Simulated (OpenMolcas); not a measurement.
## Lines of Au3+: computed and rescaled rates

```yaml
Program: OpenMolcas 26.06
Method: "SS-CASPT2, IPEA 0.25 Eh, imaginary shift 0.1 Eh (closed shells correlated: 5s 5p)"
Basis: ANO-RCC-VTZP [8s7p5d3f1g]
Scalar_Hamiltonian: DKH2, point nucleus
Active_space: 8 electrons in 5 orbitals (5d)
State_averaging: 2S+1 = 3 even, 10 roots; 2S+1 = 1 even, 15 roots
Spin-orbit_coupling: RASSI with atomic mean-field integrals over the reference wave functions, term energies averaged over their components
```

Rates come from the transition moments of the reference wave functions (E1 and E2 in the length form). At fixed line strength A goes as λ^-3 for E1 and M1 and as λ^-5 for E2, so a rate at the computed wavelength can be rescaled to the measured one. Measured vacuum wavelengths follow from level energies in Zainab et al., Astrophys. J. Suppl. Ser. 267, 12 (2023). Branching counts decays inside the model space alone, at computed energies, and the table is only a selection of the M1 lines, drawn from those between levels with measured partners whose computed energy lies within a factor of 1.5 of the measured one.

```json
{"Upper": "5d⁸ ³P₁", "Lower": "5d⁸ ³P₀", "Type": "M1", "λ computed (nm)": "2897", "λ measured (nm)": "3026", "A computed (s-1)": "6.16e-01", "A rescaled (s-1)": "5.41e-01", "Branching %": "2.1"}
{"Upper": "5d⁸ ³F₃", "Lower": "5d⁸ ³F₄", "Type": "M1", "λ computed (nm)": "799.9", "λ measured (nm)": "813.4", "A computed (s-1)": "4.87e+01", "A rescaled (s-1)": "4.63e+01", "Branching %": "98.4"}
{"Upper": "5d⁸ ¹G₄", "Lower": "5d⁸ ³F₃", "Type": "M1", "λ computed (nm)": "706.4", "λ measured (nm)": "745.8", "A computed (s-1)": "2.70e+00", "A rescaled (s-1)": "", "Branching %": "8.6"}
{"Upper": "5d⁸ ¹G₄", "Lower": "5d⁸ ³F₄", "Type": "M1", "λ computed (nm)": "375.1", "λ measured (nm)": "389.1", "A computed (s-1)": "2.86e+01", "A rescaled (s-1)": "", "Branching %": "90.9"}
{"Upper": "5d⁸ ¹S₀", "Lower": "5d⁸ ³P₁", "Type": "M1", "λ computed (nm)": "301.5", "λ measured (nm)": "296", "A computed (s-1)": "3.38e+02", "A rescaled (s-1)": "", "Branching %": "90.3"}
```

Spin-changing lines and M1 lines between different terms are not rescaled, since their strength hangs on the term gaps too.

The largest correction is for 5d⁸ ³P₁ → 5d⁸ ³P₀ (M1): 6.16e-01 × (2897 / 3026)^3 = 5.41e-01 s-1, a factor of 0.88.

The computed rate and branching of 5d⁸ ³F₃ → 5d⁸ ³F₄ give the upper level a radiative lifetime of 0.984 / 4.87e+01 s-1 = 2.02e-02 s, counting decays inside the model space alone. The rescaled rate gives about 2.1e-02 s.

These are rates of the free ion; in crystals, glasses and complexes forced electric-dipole and non-radiative decay shorten such lifetimes by orders of magnitude. No measured rate stands beside these. Rescaling mends the energy factor alone: line strengths can still be far off where a level mixes with configurations outside the active space, and weak or spin-changing lines hang on small mixing coefficients that depend on the term gaps too, so rescaling need not improve them.

CASPT2 does not keep the components of a term degenerate, so their means are used; among the terms shown or strongly mixed into the levels shown the widest spread is 750 cm-1 (5d⁸ ¹G). Measured partners are found by configuration, term and J. A level has none where our copy of the source lacks it or the pairing is in doubt (some pairs that miss far off the trend of their configuration count as doubtful). Levels of configurations outside the active space are missing.
